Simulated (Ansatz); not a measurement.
Reaction (formal exchange of groups at the Al–S bond): `C[S][Al]([F])[SiH3]` + `C=C` → `C=[CH][Al]([F])[SiH3]` + CH₃SH

Computed with Ansatz on PBE0-D4/def2-TZVP structures; ΔE is electronic, products minus reactants. CCSD(T)/CBS is the MP2 limit (def2-TZVPP, def2-QZVPP) plus CCSD(T) − MP2 in def2-TZVPP, frozen cores. This one scheme is used for every species. DFT in def2-TZVPP. One conformer a species, not always the lowest.

```
             level  ΔE (kJ/mol)  difference from CCSD(T)/CBS
            PBE-D4        101.2                         -0.3
         r2SCAN-D4        102.9                          1.4
           PBE0-D4        101.6                          0.1
           ωB97M-V         97.7                         -3.8
            r2SCAN        102.5                          1.0
SCS-MP2/def2-TZVPP         97.6                         -3.9
CCSD(T)/def2-TZVPP         97.8                         -3.7
     HF/def2-QZVPP         96.5                         -5.0
SCS-MP2/def2-QZVPP         99.8                         -1.7
    CCSD/CBS(def2)        100.3                         -1.2
       CCSD(T)/CBS        101.5                            0
```

Largest T1 diagnostic among the species: 0.013.
